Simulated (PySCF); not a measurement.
# Electron correlation in Ne⁺ (neon, charge +1)

[He] 2s2 2p5, 2P determinant. Calculation: PySCF 2.14, in pcseg-2 (4s3p2d1f, 30 functions); the non-relativistic Hamiltonian (point nucleus). Frozen: 1s2; 7 electrons correlated.

MP2 pair energies summed by pair of shells (mhartree):

```csv
pair,energy,share (%)
2p-2p,-114.44,63.9
2s-2p,-56.03,31.3
2s-2s,-8.50,4.7
```

Total MP2 correlation energy: -178.98 mhartree.

Same-spin part -43.71 and opposite-spin part -135.26 mhartree; SCS-MP2 scales them by 1/3 and 6/5 to -176.89 mhartree.

```
  level  correlation energy (mhartree)
   CCSD                        -191.27
    (T)                          -2.08
CCSD(T)                        -193.35
```

Diagnostics: T1 = 0.0049, D1 = 0.0073, largest double amplitude 0.027.

**Question.** Is a single reference adequate?

**Answer.** Yes: T1 lies below 0.03 and no double amplitude reaches 0.07.
